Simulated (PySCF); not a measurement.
# Exact simulation of a proton spin system

Molecule: 2-Bromopyridine (Brc1ccccn1, C5H4BrN).

Geometry:
| atom | x (Å) | y (Å) | z (Å) |
| --- | --- | --- | --- |
| Br1 | 3.025 | -1.470 | -0.179 |
| C2 | 1.306 | -0.670 | -0.101 |
| C3 | 1.223 | 0.726 | -0.090 |
| C4 | -0.048 | 1.285 | -0.033 |
| C5 | -1.160 | 0.444 | 0.012 |
| C6 | -0.943 | -0.931 | -0.004 |
| N7 | 0.272 | -1.476 | -0.059 |
| H8 | 2.124 | 1.339 | -0.127 |
| H9 | -0.168 | 2.371 | -0.022 |
| H10 | -2.174 | 0.845 | 0.058 |
| H11 | -1.786 | -1.630 | 0.030 |

No solvent model, a single conformation, relativity neglected. Geometry: PBE0-D3(BJ)/def2-SVP; shieldings: GIAO PBE0/pcSseg-1; B3LYP/pcJ-1 (pcSseg-1 on Br) coupling constants (spin–dipole term only in couplings to heteroatoms); PySCF.

References, each an isolated molecule treated in the same way: TMS for $^{1}$H (σref 31.27).

Shifts (ppm): H8 7.45, H9 7.59, H10 7.09, H11 8.50.
Couplings (Hz): H8–H9: 9.1; H8–H10: 0.8; H8–H11: 0.9; H9–H10: 8.1; H9–H11: 1.9; H10–H11: 5.4.

The 4-spin Hamiltonian (Zeeman plus full scalar coupling among like nuclei) was diagonalised exactly; lines are Lorentzian, 0.7 Hz wide, and the maxima above 3 % are listed with the tallest set to 100.

(1) Give the $^{1}$H peak list of this spin system at 80 MHz.

(2) And at 700 MHz?

(3) Among coupled protons with different shifts, which pair is furthest from first order, and how does the field change that?

Answers

(1) 
δ in ppm (height): 8.552 (29), 8.540 (33), 8.529 (34), 8.517 (32), 8.485 (33), 8.472 (38), 8.464 (39), 8.450 (34), 7.729 (11), 7.706 (10), 7.638 (12), 7.616 (43), 7.592 (36), 7.525 (61), 7.503 (100), 7.490 (61), 7.482 (70), 7.469 (60), 7.390 (18), 7.378 (18), 7.356 (7), 7.174 (37), 7.153 (33), 7.106 (34), 7.083 (50), 7.061 (25), 7.017 (23), 6.994 (22)

(2) 
δ in ppm (height): 8.506 (48), 8.505 (52), 8.503 (52), 8.502 (49), 8.498 (49), 8.497 (53), 8.495 (52), 8.494 (48), 7.604 (38), 7.601 (37), 7.592 (44), 7.591 (54), 7.590 (49), 7.588 (49), 7.579 (47), 7.577 (47), 7.457 (59), 7.456 (100), 7.455 (60), 7.444 (50), 7.443 (83), 7.442 (49), 7.100 (49), 7.099 (49), 7.092 (49), 7.091 (50), 7.089 (49), 7.087 (47), 7.081 (46), 7.080 (46)

(3) H8 and H9: Δν/J is about 1.2 at 80 MHz (strongly coupled) and 10.8 at 700 MHz (close to first order). J in Hz doesn't depend on the field, while Δν in Hz grows in proportion to it.

Relativistic effects, spin–orbit coupling among them, are left out; they matter for Br and for the light atoms bonded to it. Unscaled 3J(H,H) at this level run about 10 % above measured values.
